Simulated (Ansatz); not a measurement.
Born–Oppenheimer molecular dynamics of CH$_{6}$Ge (8 atoms, charge 0, multiplicity 1). It starts at the highest image of a converged band. Of that band: The profile has 2 maxima (images 2, 6) with wells between them (image 4): this band takes more than one step, which may be the mechanism or a detour left from its start path. Neighbouring images differ by up to 1.9 eV, so the band resolves the path poorly. A vibrational analysis at the climbing image gives one clearly imaginary mode, 1373i cm⁻¹: a first-order saddle point.

Computed with RKS BHLYP/def2-SVP in Ansatz 0.2.0.

```json
{"ensemble": "NVE (velocity Verlet)", "time step": "0.5 fs", "steps asked": "200", "starting velocities drawn for": "100 K", "seed": "2916"}
```

First frame:

```xyz
8
Properties=species:S:1:pos:R:3
Ge 0.502 -0.117 -0.431
H 0.024 0.184 1.202
H 1.161 -0.025 0.992
H -0.122 1.252 -0.737
C -0.775 -1.612 -0.617
H -0.537 -2.377 0.125
H -1.809 -1.295 -0.488
H -0.654 -2.051 -1.608
```

Question: How far do the bonds stretch over the last three quarters of this one trajectory? (Pairs bonded in most of those frames.)

Answer: 
| bond | mean (Å) | spread (Å) | shortest | longest |
| --- | --- | --- | --- | --- |
| Ge1–H4 | 1.594 | 0.012 | 1.57 | 1.62 |
| Ge1–C5 | 2.000 | 0.033 | 1.95 | 2.05 |
| H2–H3 | 0.760 | 0.035 | 0.71 | 0.83 |
| C5–H6 | 1.097 | 0.016 | 1.07 | 1.12 |
| C5–H7 | 1.094 | 0.004 | 1.08 | 1.10 |
| C5–H8 | 1.102 | 0.008 | 1.09 | 1.12 |

Mean temperature of the second half: 755 K. The conserved energy stayed within 0.17 meV per atom of its start (net change 0.021 meV per atom), so the integration is sound. The kinetic energy rose, since the run started high on the potential surface and went downhill. It ends in pieces (CH4Ge + H2), so much of that is their flight and rotation, not heat. A run of 0.1 ps of so small a system gives no equilibrium averages. The orbitals stay closed-shell, which can raise the energy where a bond breaks towards radicals; this wasn't checked here.

The run took 6.8 min on 1 thread of Arm Neoverse V2, on a shared host, peak memory 0.16 GiB.
